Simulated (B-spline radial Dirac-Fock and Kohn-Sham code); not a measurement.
## Binding energies of Os in different valence configurations

Model: Dirac-Fock energy differences between relaxed states, corrected for Breit and QED terms. Program: an atomic code on a B-spline grid. The model has no electron correlation.

Reference: the tabulated ground configuration [Xe] 4f14 5d6 6s2, with 2s 12985.6 eV, 3p1/2 2807.8 eV, 3p3/2 2473.8 eV, 4s 674.3 eV, 4p1/2 564.5 eV, 5p3/2 55.37 eV, Kα1 62995.0 eV, Kβ1 71404.4 eV.

Q: One of these configurations gives the following shifts from the reference, in eV: average energy +3.54, 2s +1.62, 3p1/2 +1.66, 3p3/2 +1.66, 4s +1.59, 4p1/2 +1.67, 5p3/2 +1.67, Kα1 -0.01, Kβ1 -0.01. Which?
A. [Xe] 4f14 5d6 6s1 6p1
B. [Xe] 4f14 5d8
C. [Xe] 4f14 5d5 6s2 6p1
D. [Xe] 4f14 5d7 6s1

A: A. The others give [Xe] 4f14 5d5 6s2 6p1: 2s +5.24; [Xe] 4f14 5d7 6s1: 2s -3.47; [Xe] 4f14 5d8: 2s -6.51.

Values without a named source are computed, but for edge energies of neutral atoms, which are taken from tables.
